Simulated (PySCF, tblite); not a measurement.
Compound: C3H10Si2.
Cartesian coordinates in Å at the GFN2-xTB level; atoms count from 1:
```
atom  x, y, z in Å
Si1    2.8307   -0.2394    0.0566
C2     1.1247    0.5314    0.1123
C3     0.0612   -0.0012    0.7055
C4    -1.3017    0.5887    0.7162
Si5   -2.4663   -0.3891   -0.4421
H6     2.7784   -1.6024    0.5898
H7     3.3014   -0.2701   -1.3327
H8     3.7703    0.5600    0.8513
H9     0.9951    1.4902   -0.3800
H10    0.1507   -0.9579    1.2061
H11   -1.2634    1.6332    0.4025
H12   -1.7095    0.5621    1.7286
H13   -2.5412   -1.7767    0.0185
H14   -1.9385   -0.3434   -1.8056
H15   -3.7963    0.2227   -0.3915
```

Method: PBE0/pcSseg-1 in PySCF (dipole) on a GFN2-xTB geometry, gas phase.

Masses are those of the commonest isotopes; rigid-rotor values at the optimised geometry. The values belong to one conformer with, in the numbering `[SiH3:1]/[CH:2]=[CH:3]/[CH2:4][SiH3:5]`, C2–C3–C4–Si5 107°.

(1) Give the principal moments of inertia and the rotational constants in MHz.

(2) Classify the top.

(3) What does the inertial defect say?

(4) Which types of transition are allowed, and where do some lines up to J = 3 fall?

(5) Estimate the classical rotational partition function at 100 K, 200 K and 298.15 K.

Answers

(1) Ia = 52.26, Ib = 509.89, Ic = 531.00 u·Å²; 505379 MHz·u·Å²/I gives A = 9670, B = 991.2, C = 951.7 MHz.

(2) A near-prolate asymmetric top; Ray's κ = -0.991.

(3) Not planar: Δ = Ic − Ia − Ib = -31.15 u·Å². For a rigid frame Δ = −2 Σ m c², so Σ m c² = 15.57 u·Å² lies off the ab plane: 11.39 from hydrogen and 4.19 from heavier atoms. The atom farthest from that plane is 1.46 Å away.

(4) The dipole components are |μa| = 0.90 D, |μb| = 0.53 D, |μc| = 0.03 D. The squared components, which scale the intensities, stand as 1.00 : 0.35 : 0.00 (a : b : c). Some lines, for components of 0.1 D or more:

```csv
type,branch,"J(Ka,Kc)",MHz,lower level (cm⁻¹)
a,R,"1(0,1) ← 0(0,0)",1943,0.000
a,R,"2(1,2) ← 1(1,1)",3846,0.354
a,R,"2(0,2) ← 1(0,1)",3886,0.065
a,R,"3(1,3) ← 2(1,2)",5770,0.483
a,R,"3(0,3) ← 2(0,2)",5828,0.194
a,R,"3(2,2) ← 2(2,1)",5829,1.355
a,R,"3(2,1) ← 2(2,0)",5829,1.355
b,Q,"1(1,0) ← 1(0,1)",8718,0.065
b,Q,"2(1,1) ← 2(0,2)",8758,0.194
b,Q,"3(1,2) ← 3(0,3)",8817,0.389
b,R,"1(1,1) ← 0(0,0)",10622,0.000
b,R,"2(1,2) ← 1(0,1)",12525,0.065
b,R,"3(1,3) ← 2(0,2)",14409,0.194
b,Q,"3(2,1) ← 3(1,2)",25978,0.683
b,Q,"2(2,0) ← 2(1,1)",26036,0.487
b,Q,"2(2,1) ← 2(1,2)",26154,0.483
b,R,"2(2,1) ← 1(1,0)",29961,0.356
b,R,"2(2,0) ← 1(1,1)",30001,0.354
b,R,"3(2,2) ← 2(1,1)",31865,0.487
b,R,"3(2,1) ← 2(1,2)",31984,0.483
b,Q,"3(3,0) ← 3(2,1)",43491,1.549
b,Q,"3(3,1) ← 3(2,2)",43492,1.549
b,R,"3(3,1) ← 2(2,0)",49321,1.355
b,R,"3(3,0) ← 2(2,1)",49321,1.355
```

(5) Point group C1, symmetry number σ = 1; q = (√π/σ)·√((kT/h)³/(ABC)), k/h = 20836.6 MHz/K: 55800 at 100 K, 158000 at 200 K, 287000 at 298.15 K.

Its GFN2-xTB frequencies are all real (lowest 56 cm⁻¹). No vibrational averaging or centrifugal distortion is included, and the geometry carries the error of its method. A rigid rotor knows nothing of internal rotation, which can split or shift real lines.
